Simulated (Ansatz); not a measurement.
Relaxation of BClFH₃O (7 atoms, charge 0, multiplicity 1), to a largest force component of 0.03 eV/Å in at most 50 steps.

Theory: RKS PBE/def2-SVP in Ansatz 0.2.0.

```xyz
7
Properties=species:S:1:pos:R:3:forces:R:3
B -0.112 0.521 -0.316 0.09 1.08 0.05
H 0.013 -0.190 1.970 -0.17 -1.90 0.12
F 0.969 -0.229 -0.540 0.04 -0.01 0.00
O -1.368 0.054 -0.473 -0.01 0.01 -0.01
H -1.379 -0.885 -0.738 0.00 0.01 0.01
Cl 0.122 2.279 0.114 -0.14 -0.90 -0.39
H 0.084 0.527 2.003 0.18 1.71 0.22
```

**Question.** Where does it end, and by what steps?

**Answer.** The forces met the threshold. The force dipped under the threshold on the way, but the program's further checks kept it going. After 22 steps the energy has fallen by 0.184 eV; H2 moved furthest, 1.17 Å.

```tsv
step	energy less start (eV)	largest force component (eV/Å)	accepted
0	0.0000	1.902	yes
1	-0.1297	0.654	yes
2	-0.1604	0.428	yes
3	-0.1750	0.316	yes
4	-0.1783	0.094	yes
5	-0.1791	0.037	yes
6	-0.1796	0.037	yes
7	-0.1770	0.504	no
8	-0.1800	0.078	yes
9	-0.1788	0.357	no
10	-0.1810	0.014	yes
11	-0.1814	0.140	yes
12	-0.1819	0.058	yes
13	-0.1823	0.053	yes
14	-0.1815	0.217	no
15	-0.1828	0.088	yes
16	-0.1830	0.042	yes
17	-0.1832	0.038	yes
18	-0.1834	0.048	yes
19	-0.1834	0.032	yes
20	-0.1835	0.044	yes
21	-0.1836	0.031	yes
22	-0.1836	0.013	yes
```

```xyz
7
Properties=species:S:1:pos:R:3
B -0.174 0.528 -0.659
H 0.208 -0.103 3.116
F 0.896 -0.195 -1.014
O -1.434 0.073 -0.847
H -1.443 -0.815 -1.252
Cl 0.074 2.116 0.070
H 0.202 0.472 2.605
```

Whether the end is a true minimum wasn't checked by a vibrational analysis.

The run took 40 s on 1 thread of Arm Neoverse V2 (shared host), peak memory 0.15 GiB.
